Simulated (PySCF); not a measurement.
C₂H₇ClOSi₂, SMILES O[SiH2]/C(Cl)=C/[SiH3].

Coordinates come from a r2SCAN-D4/def2-SVP optimisation. The structure was generated by enumeration; whether it is a known compound was not checked. The values are those of a single conformer.

All values below come from SMD-M06-2X/6-31G* (PySCF).

Solvation free energies are E(SMD) − E(gas) at the gas-phase geometry, for 1 M in both phases. In vacuum the dipole moment is 0.75 D.

Computed solvation free energies in water, tetrahydrofuran, benzene:
```csv
solvent,ΔG(solv) (kcal/mol),its non-electrostatic (CDS) part,dipole (D)
water,-1.6,4.7,1.10
tetrahydrofuran,-3.4,-0.7,1.03
benzene,-3.0,-1.6,0.89
```
